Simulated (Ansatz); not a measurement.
`[SH][Al]([SH])[Cl]`, relaxed with RKS PBE0-D4/def2-TZVP in Ansatz 0.2.0 from a PBE-D4/def2-SVP geometry. The force threshold is 0.005 eV/Å; the program also tests the step.

Charge 0, multiplicity 1.

Start:

```xyz
6

S     1.439    1.100   -1.216
Al   -0.009   -0.002   -0.004
S     0.413   -0.298    2.122
Cl   -1.783   -0.766   -0.869
H     0.676    0.974   -2.339
H    -0.736   -1.007    2.306
```

```
step  energy (eV)  largest force (eV/Å)  largest move (Å)
   1  -40814.1996                 0.494             0.000
   2  -40814.2190                 0.197             0.033
   3  -40814.2204                 0.033             0.009
   4  -40814.2206                 0.018             0.015
   5  -40814.2207                 0.001             0.005
```

End:

```xyz
6

S     1.423    1.094   -1.212
Al   -0.001    0.000    0.000
S     0.408   -0.305    2.105
Cl   -1.754   -0.756   -0.855
H     0.661    0.958   -2.312
H    -0.737   -0.991    2.275
```

Run time 25 s (2 threads of a server CPU on a shared host); peak host memory 0.43 GiB.
